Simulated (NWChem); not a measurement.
System: AuNH4; SMILES [AuH]<-[NH3]

Input file for NWChem:

```
start job
memory heap 200 mb stack 900 mb global 1100 mb
geometry units angstroms noautoz
  Au    -0.001461    -0.219095    -0.000009
  H     -0.002620    -1.786992     0.000021
  N     -0.000109     1.978607    -0.000013
  H     -0.004302     2.355305    -0.948275
  H      0.823469     2.354882     0.470368
  H     -0.818996     2.355605     0.477917
end
basis spherical
  * library def2-svp
end
ecp
  Au library def2-ecp
end
dft
  xc mpw1k
  iterations 150
  mulliken
end
task dft energy
```

Parts of the log:

```
             Northwest Computational Chemistry Package (NWChem) 7.3.0
             --------------------------------------------------------

 C3  symmetry detected

                             Geometry "geometry" -> ""
                             -------------------------

 Output coordinates in angstroms (scale by  1.889725989 to convert to a.u.)

  No.       Tag          Charge          X              Y              Z
 ---- ---------------- ---------- -------------- -------------- --------------
    1 Au                  79.0000     0.00000000     0.00000000    -0.23932331
    2 H                    1.0000    -0.00000000    -0.00000000    -1.80722073
    3 N                    7.0000     0.00000000     0.00000000     1.95837911
    4 H                    1.0000    -0.93688151     0.14663978     2.33503614
    5 H                    1.0000     0.59543453     0.73804330     2.33503614
    6 H                    1.0000     0.34144698    -0.88468308     2.33503614

 Effective nuclear repulsion energy (a.u.)     218.7471304372

      Symmetry information
      --------------------

 Group name             C3
 Group number              5
 Group order               3
 No. of unique centers     4

                                 NWChem DFT Module
                                 -----------------

 Summary of "ao basis" -> "ao basis" (spherical)
 ------------------------------------------------------------------------------
       Tag                 Description            Shells   Functions and Types
 ---------------- ------------------------------  ------  ---------------------
 Au                         def2-svp                12       32   6s3p2d1f
 H                          def2-svp                 3        5   2s1p
 N                          def2-svp                 6       14   3s2p1d

      Symmetry analysis of basis
      --------------------------

        a          28
        e+         19
        e-         19

  Rotation of axis

            General Information
            -------------------
          SCF calculation type: DFT
          Wavefunction type:  closed shell.
          No. of atoms     :     6
          No. of electrons :    30
           Alpha electrons :    15
            Beta electrons :    15
          Charge           :     0
          Spin multiplicity:     1
          Use of symmetry is: on ; symmetry adaption is: on
          Maximum number of iterations: 150
          AO basis - number of functions:    66
                     number of shells:    30
          Convergence on energy requested:  1.00D-06
          Convergence on density requested:  1.00D-05
          Convergence on gradient requested:  5.00D-04

              XC Information
              --------------
                        MPW1K Method XC Functional
                     Hartree-Fock (Exact) Exchange  0.428
                        mPW91  Exchange Functional  0.572
                Perdew 1991 Correlation Functional  1.000 non-local
            Perdew 1991 LDA Correlation Functional  1.000 local

             Grid Information
             ----------------
          Grid used for XC integration:  medium
          Radial quadrature: Mura-Knowles
          Angular quadrature: Lebedev.
          Tag              B.-S. Rad. Rad. Pts. Rad. Cut. Ang. Pts.
          ---              ---------- --------- --------- ---------
          Au                  1.35      123           9.0       590
          H                   0.35       45          11.0       434
          N                   0.65       49          10.0       434
          Grid pruning is: on
          Number of quadrature shells:   262
          Spatial weights used:  Erf1

      Superposition of Atomic Density Guess
      -------------------------------------

 Sum of atomic energies:        -208.68539026

      Non-variational initial energy
      ------------------------------

 Total energy =    -191.484574
 1-e energy   =    -436.866027
 2-e energy   =     182.734757
 HOMO         =      -0.383120
 LUMO         =       0.018019

      Symmetry analysis of molecular orbitals - initial
      -------------------------------------------------

  Numbering of irreducible representations:

     1 a           2 e+          3 e-

  Orbital symmetries:

     1 a           2 a           3 a           4 e+          5 e+
     6 a           7 a           8 e+          9 e+         10 e+
    11 e+         12 e+         13 e+         14 a          15 a
    16 a          17 e+         18 e+         19 a          20 a
    21 e+         22 e+         23 a          24 e+         25 e+

     ---------------------------------------------
      Total Density - Mulliken Population Analysis
     ---------------------------------------------

    Atom       Charge   Shell Charges
 -----------   ------   -------------------------------------------------------
    1 Au  19    19.26   0.07 -0.48  1.82  0.61  0.86  0.42  5.59  0.46  0.10  8.75  1.05  0.01
    2 H    1     1.02   0.62  0.38  0.02
    3 N    7     7.45   1.99  1.00  0.42  2.43  1.60  0.01
    4 H    1     0.76   0.59  0.12  0.04
    5 H    1     0.76   0.59  0.12  0.04
    6 H    1     0.76   0.59  0.12  0.04

   convergence    iter        energy       DeltaE   RMS-Dens  Diis-err
 ---------------- ----- ----------------- --------- --------- ---------
 d= 0,ls=0.0,diis     1   -192.8201151816 -2.55D+02  1.49D-02  3.51D-01
 d= 0,ls=0.0,diis     2   -192.8237455513 -3.63D-03  8.72D-03  4.84D-01
 d= 0,ls=0.0,diis     3   -192.8751873614 -5.14D-02  7.46D-04  1.77D-03
 d= 0,ls=0.0,diis     4   -192.8754137585 -2.26D-04  2.49D-04  4.62D-04
 d= 0,ls=0.0,diis     5   -192.8754541380 -4.04D-05  7.99D-05  2.81D-05
  Resetting Diis
 d= 0,ls=0.0,diis     6   -192.8754571240 -2.99D-06  2.65D-05  2.13D-06
 d= 0,ls=0.0,diis     7   -192.8754573765 -2.52D-07  1.25D-05  4.18D-07
 d= 0,ls=0.0,diis     8   -192.8754573792 -2.69D-09  5.47D-06  4.69D-07

         Total DFT energy =     -192.875457379159
      One electron energy =     -440.083989222972
           Coulomb energy =      205.768234912250
    Exchange-Corr. energy =      -21.206398830610
 Nuclear repulsion energy =       62.646695762174

 Numeric. integr. density =       29.999974736386

                  Occupations of the irreducible representations
                  ----------------------------------------------

                     irrep           alpha         beta
                     --------     --------     --------
                     a                 7.0          7.0
                     e+                8.0          8.0
                     e-                0.0          0.0

                       DFT Final Molecular Orbital Analysis
                       ------------------------------------

 Vector   13  Occ=2.000000D+00  E=-3.262070D-01  Symmetry=e+
              MO Center= -4.1D-04,  5.6D-04, -2.4D-01, r^2= 8.6D-01
   Bfn.  Coefficient  Atom+Function         Bfn.  Coefficient  Atom+Function
  ----- ------------  ---------------      ----- ------------  ---------------
    16      0.671565  1 Au d -2              20      0.570209  1 Au d  2
    21      0.170527  1 Au d -2              25      0.144790  1 Au d  2

 Vector   14  Occ=2.000000D+00  E=-3.262070D-01  Symmetry=e+
              MO Center=  4.1D-04, -5.6D-04, -2.4D-01, r^2= 8.6D-01
   Bfn.  Coefficient  Atom+Function         Bfn.  Coefficient  Atom+Function
  ----- ------------  ---------------      ----- ------------  ---------------
    20      0.671565  1 Au d  2              16     -0.570209  1 Au d -2
    25      0.170527  1 Au d  2              21     -0.144790  1 Au d -2

 Vector   15  Occ=2.000000D+00  E=-2.627408D-01  Symmetry=a
              MO Center= -1.2D-16, -8.8D-16, -6.2D-01, r^2= 2.2D+00
   Bfn.  Coefficient  Atom+Function         Bfn.  Coefficient  Atom+Function
  ----- ------------  ---------------      ----- ------------  ---------------
     5      0.522291  1 Au s                 18     -0.463738  1 Au d  0
     3     -0.437206  1 Au s                  6      0.304546  1 Au s
     2      0.280221  1 Au s                 33      0.203459  2 H  s
    34      0.168952  2 H  s                  4     -0.121519  1 Au s
     1     -0.109711  1 Au s                 23     -0.103900  1 Au d  0

 Vector   16  Occ=0.000000D+00  E= 2.570203D-02  Symmetry=a
              MO Center=  1.5D-14, -4.0D-14,  1.6D+00, r^2= 5.4D+00
   Bfn.  Coefficient  Atom+Function         Bfn.  Coefficient  Atom+Function
  ----- ------------  ---------------      ----- ------------  ---------------
    40      1.232998  3 N  s                  6     -0.513811  1 Au s
    53     -0.462024  4 H  s                 58     -0.462024  5 H  s
    63     -0.462024  6 H  s                 15     -0.455903  1 Au pz
    18     -0.241539  1 Au d  0              39      0.239150  3 N  s
    34      0.167456  2 H  s                 38      0.130486  3 N  s

 Vector   17  Occ=0.000000D+00  E= 4.310258D-02  Symmetry=e+
              MO Center=  1.6D-03,  3.9D-04, -2.4D-01, r^2= 6.5D+00
   Bfn.  Coefficient  Atom+Function         Bfn.  Coefficient  Atom+Function
  ----- ------------  ---------------      ----- ------------  ---------------
    14      0.936982  1 Au py                13      0.347998  1 Au px
     8     -0.185039  1 Au py                42      0.078010  3 N  py
     7     -0.068724  1 Au px                45     -0.068594  3 N  py
    57     -0.061606  5 H  s                 62      0.048676  6 H  s
    11      0.046448  1 Au py                41      0.028973  3 N  px

[...]
```

Level: MPW1K/def2-SVP with def2 effective core potentials on Au. All runs use the structure optimised with PBE0/def2-SVP. def2 effective core potentials on Au; no spin-orbit coupling.
